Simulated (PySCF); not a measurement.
Level of theory: B3LYP-D3(BJ)/def2-TZVP // TPSS-D3(BJ)/def2-SVP in PySCF 2.14.0. Gas-phase values, no solvent. B3LYP has the VWN-RPA correlation part, as in Gaussian. 

Reference species: [Hf(Br)3(H)] (neutral, multiplicity 1).

The coordination number is 4 and the LUMO is -2.63 eV.

Changed species: [Hf(Br)2(H)2] (2 of 4 Br replaced by H; the reference has 1 of 4 Br replaced by H).

What does the change do to the coordination number and LUMO?

the coordination number is nearly the same; the LUMO falls by 0.06 eV, to -2.69 eV.
